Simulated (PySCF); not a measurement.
**Ne²⁺: excitation energy**

Ne²⁺ [He] 2s2 2p4 (3P) → Ne²⁺ [He] 2s2 2p3 3d1 (5D), as a difference of total energies. Computed with PySCF 2.14 in dyall-acv3z, with the spin-free X2C one-electron Hamiltonian (Gaussian nucleus). Correlated levels: valence: 1s2 frozen; valence and next inner shell: nothing frozen; virtual orbitals above 40 to 60 times the deepest correlated orbital energy dropped. The calculations carry no spin-orbit coupling.

```json
{"method": "UHF", "excitation energy (eV)": "53.863"}
{"method": "LDA", "excitation energy (eV)": "54.060"}
{"method": "PBE", "excitation energy (eV)": "54.104"}
{"method": "PBE0", "excitation energy (eV)": "54.311"}
{"method": "r2SCAN", "excitation energy (eV)": "54.466"}
{"method": "TPSSh", "excitation energy (eV)": "54.485"}
{"method": "revPBE", "excitation energy (eV)": "54.005"}
{"method": "PW91", "excitation energy (eV)": "54.203"}
{"method": "BHandHLYP", "excitation energy (eV)": "54.656"}
{"method": "MP2 (valence)", "excitation energy (eV)": "54.727"}
{"method": "SCS-MP2 (valence)", "excitation energy (eV)": "54.937"}
{"method": "MP2 (valence and next inner shell)", "excitation energy (eV)": "54.759"}
{"method": "SCS-MP2 (valence and next inner shell)", "excitation energy (eV)": "54.953"}
```

Q: How much does correlation contribute at MP2 (valence and next inner shell)?

A: 54.759 − (53.863) = 0.896 eV, measured against UHF.

A first-order spin-orbit estimate (lowest level to lowest level, LS coupling) adds 0.037 eV.

The promoted electron is Rydberg-like, and one or two diffuse shells describe it only roughly, which tends to raise the upper state.
